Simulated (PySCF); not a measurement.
C₄H₈BrClSi (SMILES C=C[Si](Cl)(Br)CC), singlet, at a GFN2-xTB geometry, atoms displaced at random by about 0.08 Å a coordinate; PBE/STO-3G, gradient by finite differences (PySCF).

Input for PySCF:
```python
from pyscf import gto, scf, dft

mol = gto.Mole()
mol.atom = '''
    C    -2.684865   -1.426907   -0.935781
    C    -2.057625   -0.715547   -0.067054
    Si   -0.436171    0.044717   -0.282779
    Cl   -0.527501    2.143730    0.042111
    Br    1.141352   -0.735221    1.275723
    C     0.399652   -0.124298   -1.945640
    C     1.779019    0.547823   -2.099839
    H    -2.213372   -1.230052   -1.990521
    H    -3.828073   -1.915665   -0.771814
    H    -2.492071   -0.633855    0.920162
    H    -0.400984    0.323796   -2.678976
    H     0.370289   -1.207330   -2.065264
    H     2.462896    0.050317   -1.356912
    H     2.173796    0.508506   -3.083898
    H     1.669298    1.697865   -1.898815
'''
mol.basis = 'sto-3g'
mol.charge = 0
mol.spin = 0
mol.verbose = 4
mol.build()

mf = dft.RKS(mol)
mf.xc = 'pbe'
mf.conv_tol = 1e-11
mf.kernel()
scan, done = mf.as_scanner(), []
scan.scf_summary = {}
def energy(d):
    c = mol.atom_coords()
    c[0, 2] += d
    e = scan(mol.set_geom_(c, unit='Bohr', inplace=False))
    done.append(scan.converged)
    return e
h = 0.05
fd = (energy(h) - energy(-h)) / (2 * h)
print('dE/dx =', fd)
```

The log (banner, timings and long lists left out):

```
PySCF version 2.14.0

[INPUT] verbose = 4
[INPUT] num. atoms = 15
[INPUT] num. electrons = 98
[INPUT] charge = 0
[INPUT] spin (= nelec alpha-beta = 2S) = 0
[INPUT] symmetry False subgroup None
[INPUT] Mole.unit = angstrom
[INPUT] Symbol           X                Y                Z      unit          X                Y                Z       unit  Magmom
[...]
nuclear repulsion = 693.013873192209
number of shells = 38
number of NR pGTOs = 192
number of NR cGTOs = 64
basis = sto-3g
ecp = {}

******** <class 'pyscf.dft.rks.RKS'> ********
method = RKS
initial guess = minao
damping factor = 0
level_shift factor = 0
DIIS = <class 'pyscf.scf.diis.CDIIS'>
diis_start_cycle = 1
diis_space = 8
diis_damp = 0
SCF conv_tol = 1e-11
SCF conv_tol_grad = None
SCF max_cycles = 50
direct_scf = True
direct_scf_tol = 1e-13
XC library pyscf.dft.libxc version 7.1.2
    S. Lehtola, C. Steigemann, M. J. T. Oliveira, and M. A. L. Marques,  SoftwareX 7, 1–5 (2018)
XC functionals = pbe
    J. P. Perdew, K. Burke, and M. Ernzerhof,  Phys. Rev. Lett. 77, 3865 (1996)
    J. P. Perdew, K. Burke, and M. Ernzerhof,  Phys. Rev. Lett. 78, 1396 (1997)
    J. P. Perdew, K. Burke, and M. Ernzerhof,  Phys. Rev. Lett. 77, 3865 (1996)
    J. P. Perdew, K. Burke, and M. Ernzerhof,  Phys. Rev. Lett. 78, 1396 (1997)
radial grids:
    Treutler-Ahlrichs [JCP 102, 346 (1995); DOI:10.1063/1.469408] (M4) radial grids

becke partition: Becke, JCP 88, 2547 (1988); DOI:10.1063/1.454033
pruning grids: <function nwchem_prune>
grids dens level: 3
symmetrized grids: False
atomic radii adjust function: <function treutler_atomic_radii_adjust>
small_rho_cutoff = 0
Set gradient conv threshold to 3.16228e-06
Initial guess from minao.
tot grids = 193424
init E= -3438.17262414023
[...]
cycle= 1 E= -3441.54634270657  delta_E= -3.37  |g|= 0.533  |ddm|= 4.74
[...]
cycle= 2 E= -3441.33315570074  delta_E= 0.213  |g|=  0.9  |ddm|= 3.05
[...]
cycle= 3 E= -3441.7017906697  delta_E= -0.369  |g|= 0.131  |ddm|= 2.01
[...]
cycle= 4 E= -3441.70610905449  delta_E= -0.00432  |g|= 0.086  |ddm|= 0.309
[...]
cycle= 5 E= -3441.7079532901  delta_E= -0.00184  |g|= 0.0379  |ddm|= 0.14
[...]
cycle= 6 E= -3441.70849933449  delta_E= -0.000546  |g|= 0.00339  |ddm|= 0.065
[...]
cycle= 7 E= -3441.70850429513  delta_E= -4.96e-06  |g|= 0.000958  |ddm|= 0.0088
[...]
cycle= 8 E= -3441.70850463194  delta_E= -3.37e-07  |g|= 0.00021  |ddm|= 0.00176
[...]
cycle= 9 E= -3441.70850465082  delta_E= -1.89e-08  |g|= 5.56e-05  |ddm|= 0.000452
[...]
[...]
converged SCF energy = -3441.70850465267
converged SCF energy = -3441.70239719955
[...]
method = RKS_Scanner
initial guess = minao
damping factor = 0
level_shift factor = 0
DIIS = <class 'pyscf.scf.diis.CDIIS'>
diis_start_cycle = 1
diis_space = 8
diis_damp = 0
SCF conv_tol = 1e-11
SCF conv_tol_grad = None
SCF max_cycles = 50
direct_scf = True
direct_scf_tol = 1e-13
XC library pyscf.dft.libxc version 7.1.2
    S. Lehtola, C. Steigemann, M. J. T. Oliveira, and M. A. L. Marques,  SoftwareX 7, 1–5 (2018)
XC functionals = pbe
    J. P. Perdew, K. Burke, and M. Ernzerhof,  Phys. Rev. Lett. 77, 3865 (1996)
    J. P. Perdew, K. Burke, and M. Ernzerhof,  Phys. Rev. Lett. 78, 1396 (1997)
    J. P. Perdew, K. Burke, and M. Ernzerhof,  Phys. Rev. Lett. 77, 3865 (1996)
    J. P. Perdew, K. Burke, and M. Ernzerhof,  Phys. Rev. Lett. 78, 1396 (1997)
radial grids:
    Treutler-Ahlrichs [JCP 102, 346 (1995); DOI:10.1063/1.469408] (M4) radial grids

becke partition: Becke, JCP 88, 2547 (1988); DOI:10.1063/1.454033
pruning grids: <function nwchem_prune>
grids dens level: 3
symmetrized grids: False
atomic radii adjust function: <function treutler_atomic_radii_adjust>
small_rho_cutoff = 0
Set gradient conv threshold to 3.16228e-06
tot grids = 193424
init E= -3441.71758906662
[...]
cycle= 1 E= -3441.71229827444  delta_E= 0.00529  |g|= 0.0294  |ddm|= 0.111
[...]
cycle= 2 E= -3441.71155265235  delta_E= 0.000746  |g|= 0.0582  |ddm|= 0.115
[...]
cycle= 3 E= -3441.71259699977  delta_E= -0.00104  |g|= 0.0125  |ddm|= 0.0806
[...]
cycle= 4 E= -3441.71264775777  delta_E= -5.08e-05  |g|= 0.00178  |ddm|= 0.0182
[...]
cycle= 5 E= -3441.71264895883  delta_E= -1.2e-06  |g|= 0.000322  |ddm|= 0.00342
[...]
cycle= 6 E= -3441.71264899552  delta_E= -3.67e-08  |g|= 0.000102  |ddm|= 0.000586
[...]
cycle= 7 E= -3441.71264899898  delta_E= -3.47e-09  |g|= 1.1e-05  |ddm|= 0.000167
[...]
cycle= 8 E= -3441.71264899902  delta_E= -3.73e-11  |g|= 2.09e-06  |ddm|= 2.09e-05
[...]
cycle= 9 E= -3441.712648999  delta_E= 1.73e-11  |g|= 7.13e-07  |ddm|= 5.24e-06
[...]
cycle= 10 E= -3441.71264899903  delta_E= -2.18e-11  |g|= 8.72e-08  |ddm|= 1.69e-06
[...]
cycle= 11 E= -3441.71264899902  delta_E= 1e-11  |g|= 5.21e-08  |ddm|= 2.36e-07
[...]
cycle= 12 E= -3441.71264899901  delta_E= 1e-11  |g|= 7.58e-09  |ddm|= 8.3e-08
[...]
cycle= 13 E= -3441.71264899901  delta_E=    0  |g|= 9.01e-09  |ddm|= 1.94e-08
[...]
Extra cycle  E= -3441.71264899901  delta_E= -7.28e-12  |g|= 1.67e-08  |ddm|= 3.41e-08
converged SCF energy = -3441.71264899901
dE/dx = 0.10251799464185751
```
